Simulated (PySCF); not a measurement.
C₅H₇Cl₂O (doublet state).
Atom-mapped SMILES: `[CH2:1]=[CH:2][CH:3][C:4]([Cl:5])([Cl:6])[CH2:7][OH:8]` (hydrogens: H9, H10 on C1; H11 on C2; H12 on C3; H13, H14 on C7; H15 on O8)

Structure used (GFN2-xTB), in Å, numbered top down from 1:
```xyz
15
C5H7Cl2O angstrom
C      2.3347    1.3811   -0.9709
C      1.6630    0.2914   -0.5008
C      0.3189    0.3058   -0.1691
C     -0.4130   -0.8355    0.3780
Cl     0.1052   -2.3903   -0.3124
Cl    -0.0588   -0.9297    2.1975
C     -1.9358   -0.7131    0.2492
O     -2.4142    0.4631    0.8227
H      3.3807    1.3338   -1.2110
H      1.8348    2.3234   -1.1114
H      2.1998   -0.6411   -0.3836
H     -0.2499    1.2213   -0.2439
H     -2.4063   -1.6024    0.6906
H     -2.1944   -0.6682   -0.8124
H     -2.1694    0.4684    1.7584
```

The hyperfine couplings belong to this conformer and change with its torsions.

Level of theory: PySCF 2.14.0, UKS B3LYP, pcH-1 on C Cl H O, non-relativistic, mean-field spin-orbit, GIAO. The structure is a single GFN2-xTB conformer in the gas phase; no vibrational or solvent corrections. The geometry wasn't refined by DFT: couplings that depend on bond lengths, twists or pyramidal angles can differ widely from those at the functional's own minimum. Stability of the SCF solution: not tested. ⟨S²⟩ is 0.776 where a pure state has 0.75.

Match the computed a_iso(13C) values +57.4, +49.2, -45.8, -16.8, +5.6 MHz with the sites C1; C2; C3; C4; C7.

```csv
site,a_iso (MHz),ρ(0) (bohr⁻³),position,distance from C3 (Å),spin population,largest |T| (MHz)
C1,+49.2,+0.0438,a main spin site,2.42,+0.61,91.7
C2,-45.8,-0.0407,1 bond from C1,1.38,-0.25,28.3
C3,+57.4,+0.0511,largest spin population,0.00,+0.64,105.8
C4,-16.8,-0.0149,1 bond from C3,1.46,-0.03,2.6
C7,+5.6,+0.0050,2 bonds from C3,2.51,0.00,1.9
```

The isotropic 1H couplings, averaged over equivalent nuclei, are -41.5, -38.2, -36.1, +11.8, +3.5, -0.2 MHz. Assign them to H9; H10; H11; H12; H13/H14; H15.

| site | a_iso (MHz) | ρ(0) (bohr⁻³) | position | distance from C3 (Å) | bound to | spin population there | largest \|T\| (MHz) |
| --- | --- | --- | --- | --- | --- | --- | --- |
| H9 | -38.2 | -0.0085 | 1 bond from C1 | 3.39 | C1 | +0.61 | 23.3 |
| H10 | -36.1 | -0.0081 | 1 bond from C1 | 2.69 | C1 | +0.61 | 21.0 |
| H11 | +11.8 | +0.0026 | 2 bonds from C1, on C2 of spin population -0.25 | 2.12 | C2 | -0.25 | 6.5 |
| H12 | -41.5 | -0.0093 | 1 bond from C3 | 1.08 | C3 | +0.64 | 24.3 |
| H13/H14 | +3.5 | +0.0008 | 3 bonds from C3 | 3.10 | C7 | 0.00 | 3.3 |
| H15 | -0.2 | 0.0000 | 4 bonds from C3 | 3.15 | O8 | 0.00 | 2.8 |

ρ(0) is the spin density at the nucleus and T the dipolar tensor; a_iso includes a spin–orbit part; entries for several nuclei are means. The Mulliken spin populations are largest on C3 (+0.64), C1 (+0.61), C2 (-0.25) and Cl6 (+0.08). The angles at C3 add up to 359.9°, so it is planar; its axial dipolar tensor and the negative coupling of its proton fit spin in a p orbital normal to that plane. Main spin sites, with 60 % or more of the largest population: C1, C3; positions count bonds from the nearest.

β density exceeds α density at some nuclei, such as C2 (-0.0407), C4 (-0.0149) and H12 (-0.0093), spin density in bohr⁻³. In a single determinant that takes different orbitals for the two spins, that is spin polarisation.

Nuclei that the bonding pattern makes equivalent are averaged, as if the motion that swaps them (rotation, inversion, ring flip) were fast. The 35Cl value of +16.7 MHz is a mean of couplings from 5.7 to 27.8 MHz in this one geometry, not an average over conformers.
